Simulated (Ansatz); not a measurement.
`N[SiH]([SiH3])Br` + HCl → `N[SiH](Cl)Br` + SiH₄ at 298.15 K and 1 bar (cleavage of the Si–Si bond).

Isolated molecules relaxed with PBE0-D4/def2-TZVP in Ansatz; ΔE leaves out vibrations. CBS: MP2 limit from def2 TZ/QZ plus the TZ coupled-cluster correction, frozen cores. This one scheme is used for every species. For Br outer-core shells are correlated without core-valence functions, which leaves a few kJ/mol of doubt a bond. Scalar relativity is left out up to krypton. One conformer a species, not always the lowest.

```tsv
species	CCSD(T)/CBS energy (Eh)	H − E (kJ/mol)	S (J/(mol·K))
`N[SiH]([SiH3])Br`	-3209.86330	183.8	368.2
HCl	-460.38127	26.6	186.8
`N[SiH](Cl)Br`	-3378.82013	118.5	340.7
SiH₄	-291.46306	92.1	204.8
```

H − E and S are ideal-gas, rigid-rotor, harmonic terms from PBE0-D4/def2-TZVP, for one conformer and one mirror image of each species. 1 Eh = 2625.50 kJ/mol, R = 8.31446 J/(mol·K).

**Question.** By hand: ΔE, ΔH, ΔS and ΔG.

**Answer.** ΔE = (-3378.82013) + (-291.46306) − (-3209.86330) − (-460.38127) = -0.03862 Eh = -101.4 kJ/mol. Δ(H − E) = 118.5 + 92.1 − 183.8 − 26.6 = 0.2, so ΔH = -101.2 kJ/mol. ΔS = 340.7 + 204.8 − 368.2 − 186.8 = -9.5 J/(mol·K). ΔG = -101.2 − 298.15 × (-9.5)/1000 = -98.4 kJ/mol.

**Question.** By hand: the equilibrium constant, and the temperature at which ΔG would vanish if ΔH and ΔS stayed fixed.

**Answer.** log₁₀ K = −ΔG/(RT ln 10) = 17.2. ΔG = 0 at ΔH/ΔS = 10653 K, far beyond where these terms or the molecules hold.

The number of gas molecules stays the same, so ΔS is small and ΔH decides. A doubt of 5 kJ/mol in ΔE shifts log₁₀ K by 0.9 here. Other conformers and mirror images would add mixing entropy, several J/(mol·K) or more a flexible species. These are equilibria of isolated gas molecules and say nothing of rates. Largest T1 diagnostic: 0.011 (customary marks: 0.02 for closed shells, 0.045 for open ones).
